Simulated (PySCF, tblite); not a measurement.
Isomers of C6H9OP, one GFN2-xTB conformer each. Single-point energies are computed at PBE0/pcSseg-1 (PySCF, gas phase, no added dispersion term), electronic only.

```tsv
SMILES	GFN2-xTB relative energy (kcal/mol)
CCc1oc(C)cp1	0.0
C#CP1CCOCC1	45.6
```

Conformers: `[CH3:1][CH2:2][c:3]1[o:4][c:5]([CH3:6])[cH:7][p:8]1` with C1–C2–C3–O4 81°; `[CH:1]#[C:2][P:3]1[CH2:4][CH2:5][O:6][CH2:7][CH2:8]1` with C2–P3–C4–C5 -155°, P3–C4–C5–O6 65°, C4–C5–O6–C7 -66°, C5–O6–C7–C8 66°.

Question: What does PBE0/pcSseg-1 give for the same structures?

Answer: 
```csv
SMILES,PBE0/pcSseg-1 E (Eh),PBE0/pcSseg-1 (kcal/mol),GFN2-xTB (kcal/mol),point group
CCc1oc(C)cp1,-650.07855,0.0,0.0,C1
C#CP1CCOCC1,-650.00563,45.8,45.6,Cs
```

Both levels put the same isomer lowest. As drawn, the lower has an aromatic ring, which the higher lacks; the higher has a C≡C bond, which the lower lacks.

Question: Which frontier levels, dipoles and rotational constants go with these structures?

Answer: 
```tsv
SMILES	HOMO (eV, PBE0/pcSseg-1)	LUMO (eV)	dipole (D)	A, B, C (MHz)
CCc1oc(C)cp1	-6.28	-0.58	1.70	2771, 1351, 980.8
C#CP1CCOCC1	-6.89	0.01	0.35	3565, 1204, 1043
```

Question: What happens when harmonic zero-point energies from GFN2-xTB frequencies are added?

Answer: 
```tsv
SMILES	ZPE (kcal/mol)	electronic (kcal/mol)	with ZPE (kcal/mol)
CCc1oc(C)cp1	85.2	0.0	0.0
C#CP1CCOCC1	83.8	45.8	44.3
```

The zero-point energies span 1.4 kcal/mol. The order is unchanged.
